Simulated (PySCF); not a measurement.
**TcO₂F₃, singlet: computed properties**

Method: PySCF, B3LYP, basis Tc def2-SVP with ECP28, O def2-SVP, F def2-SVP (scalar-relativistic core potentials, no spin–orbit coupling, density fitting).

The structure is a minimum.

* Point group: C2v
* Bond lengths: Tc–F 1.852 Å (×3), Tc–O 1.654 Å (×2)
* Bond angles: F–Tc–F 80.8° (×2), F–Tc–F 161.6°, F–Tc–O 95.3° (×4), F–Tc–O 125.4° (×2), O–Tc–O 109.2°
* Lowest empty level: -5.96 eV
* Entropy at 298.15 K and 1 bar: 335.6 J/(mol K)
* Heat capacity Cp at 298.15 K: 96.0 J/(mol K)
* Enthalpy at 298.15 K above 0 K: 19.24 kJ/mol
* Zero-point energy: 36.9 kJ/mol
* Dipole moment: 0.82 D
* Atomisation energy without zero-point energy: 2330 kJ/mol
* Principal quadrupole moments (Buckingham, traceless) about the centre of mass: -3.50, -0.50, 4.00 D Å
* Principal polarisabilities: 38.6, 38.8, 39.9 bohr³
* Rotational constants: 0.109, 0.09108, 0.07542 cm⁻¹
* Highest occupied level: -11.18 eV
* Rotational symmetry number: 2

Harmonic modes (masses in u: Tc 98.907, O 15.995, F 18.998):
```tsv
symmetry	ω (cm⁻¹)	IR (km/mol)	μ (u)
b2	83	0.0	18.39
a1	259	9.6	19.53
b2	298	12.9	23.05
b1	316	39.2	20.84
a2	334	0.0	16.83
a1	373	1.9	18.52
b1	375	0.2	18.41
a1	607	8.7	19.18
b1	704	206	23.66
a1	704	78.5	21.24
b2	1044	139	19.10
a1	1066	69.0	17.64
```

In C2v the vibrations span 3b2 + 5a1 + 3b1 + a2. The a2 mode carries no infrared intensity, as symmetry demands.

Charges (e):
| atom | Mulliken | Löwdin | polar tensor | Mayer order to Tc1 |
| --- | --- | --- | --- | --- |
| Tc1 | 1.35 | 0.37 | 2.65 | – |
| O2,3 | -0.23 | 0.00 | -0.50 | 2.03 |
| F4 | -0.30 | -0.12 | -0.56 | 0.98 |
| F5,6 | -0.30 | -0.13 | -0.54 | 0.97 |

Mulliken populations on Tc1 (electrons outside its core potential): s 2.23, p 6.64, d 4.68, f 0.11.

Formally Tc is in oxidation state +7, d0. The polar-tensor charge on Tc, 2.65, is far below the formal one.

Stability towards spin polarisation was not tested. Only a few start shapes were tried, so a lower isomer may exist.

The final relaxation and frequency run took 2.1 min on 2 threads of a shared Intel Xeon Platinum 8259CL @ 2.50GHz (Skylake/Cascade Lake) host, with 101 basis functions and 19 gradients; the process peaked at 1.6 GiB.
